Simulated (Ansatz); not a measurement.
Reaction (hydrogenolysis of a B–B bond): `BB(O)S` + H₂ → `OBS` + BH₃

Calculated with Ansatz (gas phase, PBE0-D4/def2-TZVP geometries, no zero-point term in ΔE). CBS: MP2 limit from def2 TZ/QZ plus the TZ coupled-cluster correction, frozen cores. This one scheme is used for every species. Functionals use def2-TZVPP. B3LYP here is the variant with VWN-RPA as its local correlation; programs differ in this. Each species was taken in one conformer, which may not be the lowest.

`BB(O)S`:

Z-matrix (Å, degrees):
```
B
B 1 1.672
H 1 1.199 2 121.6
H 1 1.199 2 121.6 3 174.1
O 2 1.359 1 131.6 3 93.1
S 2 1.826 1 113.8 3 -86.9
H 5 0.959 2 113.9 1 0.0
H 6 1.344 2 97.0 1 0.1
```

H₂:

```xyz
2

H    -0.273    0.201   -0.157
H     0.273   -0.201    0.157
```

`OBS`:

```xyz
6

O    -0.669    0.147    1.328
B    -0.384    0.113    0.007
S     1.264   -0.350   -0.591
H     0.058   -0.089    1.911
H    -1.251    0.397   -0.760
H     0.982   -0.217   -1.895
```

BH₃:

Z-matrix (Å, degrees):
```
B
H 1 1.193
H 1 1.193 2 120.0
H 1 1.193 2 120.0 3 180.0
```

Task: Is it downhill or uphill in electronic energy at CCSD(T)/CBS, and by how much? (Estimate.)

Result: Ansatz gave: Downhill: ΔE = -0.41 eV.

Task: What do these levels give: r2SCAN0-D4, CAM-B3LYP-D4, ωB97X-V, B2PLYP, revPBE, r2SCAN, B3LYP, RPA@PBE/def2-TZVPP, HF/def2-TZVPP, CCSD/def2-TZVPP, HF/def2-QZVPP, HF/CBS(def2)? (Estimate.)

Result: The calculation gave: r2SCAN0-D4 -0.38, CAM-B3LYP-D4 -0.44, ωB97X-V -0.42, B2PLYP -0.46, revPBE -0.33, r2SCAN -0.33, B3LYP -0.46, RPA@PBE/def2-TZVPP -0.47, HF/def2-TZVPP -0.71, CCSD/def2-TZVPP -0.48, HF/def2-QZVPP -0.71, HF/CBS(def2) -0.71 eV.

Largest T1 diagnostic among the species: 0.014.

From PBE to PBE0 (25 % exact exchange), in def2-TZVPP and without D4, ΔE moves by −0.08 eV. In def2-TZVPP, CCSD(T) changes the Hartree–Fock value by +0.28 eV (the triples alone add +0.05 eV) and MP2 by +0.27 eV.
